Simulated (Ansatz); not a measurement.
CH4OSSi: structure from calculated spectroscopic constants

These gas-phase data were calculated for one isomer of CH4OSSi at PBE0-D3(BJ)/pcseg-1 (harmonic, unscaled wavenumbers; equilibrium rotational constants with average atomic masses):

```
rotational constants            : 10.64, 2.692, 2.178 GHz
all wavenumbers above 1500 cm⁻¹ : 3184, 3174, 3070, 2320
```

Candidates:

(1) `CO[SiH]=S`, a singlet
(2) `C[Si](O)=S`, a singlet

Problem. Which structure fits?

Solution. Candidate (1). No mode falls between 3300 and 4000 cm⁻¹, where the O–H stretch of (2) would stand.

The same quantities for all candidates:

|  | rotational constants (GHz) | wavenumbers above 1500 cm⁻¹ | E above the lowest, PBE0-D3(BJ)/pcseg-1 (kcal/mol) |
| --- | --- | --- | --- |
| (1) | 10.64, 2.692, 2.178 | 3184, 3174, 3070, 2320 | 23.8 |
| (2) | 7.367, 3.283, 2.304 | 3849, 3207, 3172, 3075 | 0.0 |

Harmonic stretches to hydrogen usually lie a few per cent above observed fundamentals. Each candidate is one conformer. Programs: Ansatz 0.2.0.
